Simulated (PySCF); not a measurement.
# EPR parameters of C6H10NO

Compound: C6H10NO (doublet state).
Numbering: `[CH2:1][C:2](=[CH2:3])[C:4](=[O:5])[N:6]([CH3:7])[CH3:8]` (hydrogens: H9, H10 on C1; H11, H12 on C3; H13, H14, H15 on C7; H16, H17, H18 on C8)

Cartesian coordinates in Å at the GFN2-xTB level; atoms count from 1:
```xyz
18
C6H10NO angstrom
C      2.3393   -0.9562    0.6125
C      1.4561   -0.0520    0.0705
C      1.7270    0.7179   -1.0385
C      0.1544    0.1810    0.7954
O      0.1260    0.7928    1.8466
N     -0.9598   -0.3120    0.2080
C     -0.9846   -1.0837   -1.0067
C     -2.2476   -0.0800    0.8191
H      2.0974   -1.5027    1.5052
H      3.3022   -1.1252    0.1626
H      2.6830    0.6621   -1.5290
H      1.0083    1.4190   -1.4221
H     -1.5312   -2.0158   -0.8380
H      0.0254   -1.3216   -1.3300
H     -1.4909   -0.5282   -1.8026
H     -2.7198   -1.0280    1.0879
H     -2.9018    0.4597    0.1305
H     -2.0922    0.5146    1.7170
```

The hyperfine couplings belong to this conformer and change with its torsions.

Theory: UKS B3LYP, pcH-1 on C H N O, non-relativistic, mean-field spin-orbit, GIAO in PySCF 2.14.0. Isolated species at its GFN2-xTB geometry (one conformer only). A GFN2-xTB geometry isn't a minimum of the functional, and hyperfine couplings can be far from their values at a DFT geometry. The frame is twisted about the C2–C4 bond at this geometry (dihedral C1–C2–C4–O5 = 72°); couplings at other torsion angles weren't computed. No stability test was run, so a lower SCF solution isn't excluded. ⟨S²⟩ is 0.779 where a pure state has 0.75.

```
g1, g2, g3        : 2.00228, 2.00278, 2.00287
g_iso             : 2.00264
Form of g         : close to axial: the two nearest values differ by 15 % of g3 − g1
⟨S²⟩              : 0.7787 (exact 0.7500)
α and β electrons : 31, 30
```

Hyperfine couplings atom by atom, in G; T1 to T3 are the principal values of the dipolar part; ρ(0) is the spin density at the nucleus (MHz turned into gauss with g_iso; 10 G = 1 mT):

```json
{"atom": "C1", "isotope": "13C", "a_iso": "20.0", "T1": "-18.8", "T2": "-18.2", "T3": "37.0", "Mulliken spin population": "0.70", "ρ(0) (bohr⁻³)": "0.0499"}
{"atom": "C2", "isotope": "13C", "a_iso": "-17.8", "T1": "-11.0", "T2": "4.4", "T3": "6.6", "Mulliken spin population": "-0.27", "ρ(0) (bohr⁻³)": "-0.0443"}
{"atom": "C3", "isotope": "13C", "a_iso": "20.1", "T1": "-18.8", "T2": "-18.2", "T3": "37.1", "Mulliken spin population": "0.70", "ρ(0) (bohr⁻³)": "0.0502"}
{"atom": "C4", "isotope": "13C", "a_iso": "2.3", "T1": "-0.4", "T2": "0.1", "T3": "0.3", "Mulliken spin population": "0.01", "ρ(0) (bohr⁻³)": "0.0057"}
{"atom": "O5", "isotope": "17O", "a_iso": "0.7", "T1": "-1.0", "T2": "-0.3", "T3": "1.3", "Mulliken spin population": "-0.01", "ρ(0) (bohr⁻³)": "-0.0031"}
{"atom": "N6", "isotope": "14N", "a_iso": "-0.1", "T1": "-0.1", "T2": "0.0", "T3": "0.1", "Mulliken spin population": "0.00", "ρ(0) (bohr⁻³)": "-0.0006"}
{"atom": "C7", "isotope": "13C", "a_iso": "-0.6", "T1": "-0.1", "T2": "0.0", "T3": "0.2", "Mulliken spin population": "0.00", "ρ(0) (bohr⁻³)": "-0.0014"}
{"atom": "C8", "isotope": "13C", "a_iso": "-0.2", "T1": "-0.1", "T2": "0.0", "T3": "0.1", "Mulliken spin population": "0.00", "ρ(0) (bohr⁻³)": "-0.0004"}
{"atom": "H9", "isotope": "1H", "a_iso": "-15.3", "T1": "-9.1", "T2": "-0.2", "T3": "9.3", "Mulliken spin population": "-0.03", "ρ(0) (bohr⁻³)": "-0.0096"}
{"atom": "H10", "isotope": "1H", "a_iso": "-14.5", "T1": "-7.9", "T2": "-0.7", "T3": "8.5", "Mulliken spin population": "-0.03", "ρ(0) (bohr⁻³)": "-0.0091"}
{"atom": "H11", "isotope": "1H", "a_iso": "-14.5", "T1": "-7.9", "T2": "-0.6", "T3": "8.5", "Mulliken spin population": "-0.03", "ρ(0) (bohr⁻³)": "-0.0091"}
{"atom": "H12", "isotope": "1H", "a_iso": "-15.2", "T1": "-9.2", "T2": "-0.2", "T3": "9.3", "Mulliken spin population": "-0.03", "ρ(0) (bohr⁻³)": "-0.0096"}
{"atom": "H13", "isotope": "1H", "a_iso": "0.2", "T1": "-0.3", "T2": "-0.2", "T3": "0.6", "Mulliken spin population": "0.00", "ρ(0) (bohr⁻³)": "0.0001"}
{"atom": "H14", "isotope": "1H", "a_iso": "0.3", "T1": "-1.3", "T2": "-0.2", "T3": "1.5", "Mulliken spin population": "0.00", "ρ(0) (bohr⁻³)": "0.0002"}
{"atom": "H15", "isotope": "1H", "a_iso": "0.1", "T1": "-0.5", "T2": "-0.4", "T3": "0.8", "Mulliken spin population": "0.00", "ρ(0) (bohr⁻³)": "0.0000"}
{"atom": "H16", "isotope": "1H", "a_iso": "0.1", "T1": "-0.2", "T2": "-0.1", "T3": "0.3", "Mulliken spin population": "0.00", "ρ(0) (bohr⁻³)": "0.0001"}
{"atom": "H17", "isotope": "1H", "a_iso": "-0.1", "T1": "-0.2", "T2": "-0.2", "T3": "0.4", "Mulliken spin population": "0.00", "ρ(0) (bohr⁻³)": "-0.0001"}
{"atom": "H18", "isotope": "1H", "a_iso": "-0.1", "T1": "-0.2", "T2": "-0.2", "T3": "0.4", "Mulliken spin population": "0.00", "ρ(0) (bohr⁻³)": "0.0000"}
```

Largest spin populations (Mulliken): C3 (+0.70), C1 (+0.70) and C2 (-0.27). The positive populations add up to 1.40 and the negative ones to -0.40, together 2S = 1. The angles at C3 add up to 360.0°, so it is planar; its axial dipolar tensor and the negative couplings of its protons fit spin in a p orbital normal to that plane.

Axes: g2 points within 5° of the C1–H10 bond.

Under fast tumbling the dipolar parts average out, and these isotropic splittings remain: 1 × 1H (H9, I = 1/2, 2 lines) with 1.53 mT, 1 × 1H (H12, I = 1/2, 2 lines) with 1.52 mT, 1 × 1H (H11, I = 1/2, 2 lines) with 1.45 mT and 1 × 1H (H10, I = 1/2, 2 lines) with 1.45 mT.

H9 and H10 aren't averaged: C1 is flat or nearly so (angle sum 360°), and its turn about the short C1–C2 bond (1.38 Å) is taken as slow. C7 and C8, with what hangs on them, aren't averaged: N6 is flat or nearly so (angle sum 360°), and its turn about the short N6–C4 bond (1.35 Å) is taken as slow.

The 13C coupling of C3 (56.4 MHz) shows only in satellite lines or after enrichment, since that isotope makes up about 1.07 % of natural carbon.

β density exceeds α density at some nuclei, such as C2 (-0.0443), H9 (-0.0096) and H12 (-0.0096), spin density in bohr⁻³. In a single determinant that takes different orbitals for the two spins, that is spin polarisation.
